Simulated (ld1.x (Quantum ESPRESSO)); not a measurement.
**PBE TM dataset for lithium, non-relativistic all-electron reference.**

```
Element                 : lithium (Li)
Generator               : ld1.x (Quantum ESPRESSO) 7.5
Type                    : norm-conserving Troullier–Martins (Kleinman–Bylander form)
Functional              : PBE
Relativity              : non-relativistic
Frozen core             : none
Valence charge          : 3
Reference configuration : 1s2 2s1 2p0
Partial waves           : 1s (bound): rc 0.45 bohr; 2p (bound, empty): rc 4.20 bohr
Local potential         : all-electron potential smoothed inside 1.10 bohr (lloc = -1)
Core correction         : none
```

Occupied shells without a wave of their own: 2s. They enter only through the test configuration that unscreens the potential.

- Cutoffs needed: 300 Ry and over 300 Ry (the cutoffs (Ry, on a coarse ladder) from which the occupation-weighted sum of valence levels, in a spherical-Bessel basis at the reference potential, stays within 10 and 1 mRy of its value at 400 Ry)
- Ghost test: no extra level below or beside the all-electron valence levels (s, p, d, f tested) (spherical-Bessel basis up to 400 Ry, 20 bohr box)
- Largest excitation error: -52 meV (all-electron minus pseudo) for 1s1 2s1 2p0, out of 4 test configurations
